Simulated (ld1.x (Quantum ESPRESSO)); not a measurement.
## niobium (Nb): excitation energies, all-electron against TM

ld1.x (Quantum ESPRESSO) 7.5 input, shortened:

```
&input
   title='Nb', zed=41., rel=1, dft='PBE', iswitch=3,
   config='[Kr] 4d2 5s0 5p0'
 /
 &inputp
   pseudotype=2, tm=.true., lloc=0,
   nlcc=.true., new_core_ps=.true., rcore=1.40
 /
3
4P  2  1   6.00   0.00  2.20  2.20  0.0
4D  3  2   2.00   0.00  1.95  1.95  0.0
5S  1  0   0.00   0.00  2.05  2.05  0.0
 &test
   configts(1)='4p6 4d2 5s0 5p0'
 /
```

Energies are relative to the spin-unpolarised reference configuration 4p6 4d2 5s0 5p0; without spin polarisation the order of configurations can differ from experiment. The frozen-core shift is the all-electron ΔE with the core orbitals held at their reference shape minus the fully relaxed ΔE.

| valence configuration | charge | ΔE all-electron (eV) | error AE − PS (meV) | frozen-core shift (meV) |
| --- | --- | --- | --- | --- |
| 4p6 4d4 5s1 5p0 | 0 | -45.402 | -78 | +46 |
| 4p6 4d4 5s0 5p0 | +1 | -38.765 | -246 | +55 |
| 4p6 4d3 5s0 5p0 | +2 | -24.724 | -79 | +22 |
| 4p6 4d1 5s0 5p0 | +4 | 36.906 | -92 | +38 |
| 4p6 4d3 5s2 5p0 | 0 | -45.918 | +121 | +21 |
| 4p6 4d4 5s0 5p1 | 0 | -42.450 | -477 | +49 |
| 4p6 4d4.5 5s0.5 5p0 | 0 | -44.844 | -216 | +58 |

Levels in the configuration 4p6 4d3 5s0 5p0:

```
level  all-electron (eV)  pseudo (eV)
   4p            -51.873      -51.620
   4d            -19.100      -18.956
```
